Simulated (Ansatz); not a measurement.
`[F][Hf]([Cl])([Cl])[Cl]` + `CC(C)N` → `CC(C)[NH][Hf]([F])([Cl])[Cl]` + HCl at 400 K and 1 bar (ligand exchange at the Hf–Cl bond).

Isolated molecules relaxed with PBE0-D4/def2-TZVP in Ansatz; ΔE leaves out vibrations. CCSD(T)/CBS adds triple-zeta CCSD(T) − MP2 to the extrapolated MP2 energy (def2 sets, frozen cores). This one scheme is used for every species. Elements past krypton have def2 core potentials. For Hf outer-core shells are correlated without core-valence functions, which leaves a few kJ/mol of doubt a bond. One conformer a species, not always the lowest.

```csv
species,CCSD(T)/CBS energy (Eh),H − E (kJ/mol),S (J/(mol·K))
`[F][Hf]([Cl])([Cl])[Cl]`,-1527.34680,46.6,404.1
`CC(C)N`,-174.28253,345.1,329.2
`CC(C)[NH][Hf]([F])([Cl])[Cl]`,-1241.21955,353.3,532.4
HCl,-460.38127,29.6,195.4
```

H − E and S are ideal-gas, rigid-rotor, harmonic terms from PBE0-D4/def2-TZVP, for one conformer and one mirror image of each species. 1 Eh = 2625.50 kJ/mol, R = 8.31446 J/(mol·K).

By hand: ΔE, ΔH, ΔS and ΔG.

ΔE = (-1241.21955) + (-460.38127) − (-1527.34680) − (-174.28253) = 0.02851 Eh = 74.9 kJ/mol. Δ(H − E) = 353.3 + 29.6 − 46.6 − 345.1 = -8.8, so ΔH = 66.1 kJ/mol. ΔS = 532.4 + 195.4 − 404.1 − 329.2 = -5.5 J/(mol·K). ΔG = 66.1 − 400 × (-5.5)/1000 = 68.3 kJ/mol.

By hand: the equilibrium constant, and the temperature at which ΔG would vanish if ΔH and ΔS stayed fixed.

log₁₀ K = −ΔG/(RT ln 10) = -8.9. ΔH and −TΔS have one sign here, so there is no such temperature.

The number of gas molecules stays the same, so ΔS is small and ΔH decides. A doubt of 5 kJ/mol in ΔE shifts log₁₀ K by 0.7 here. Other conformers and mirror images would add mixing entropy, several J/(mol·K) or more a flexible species. Modes under 60 cm⁻¹, often nearly free rotors, make the harmonic entropy too high. These are equilibria of isolated gas molecules and say nothing of rates. Largest T1 diagnostic: 0.014 (customary marks: 0.02 for closed shells, 0.045 for open ones).

ΔS is within the doubt of such terms, so its sign, and with it that verdict, could turn.
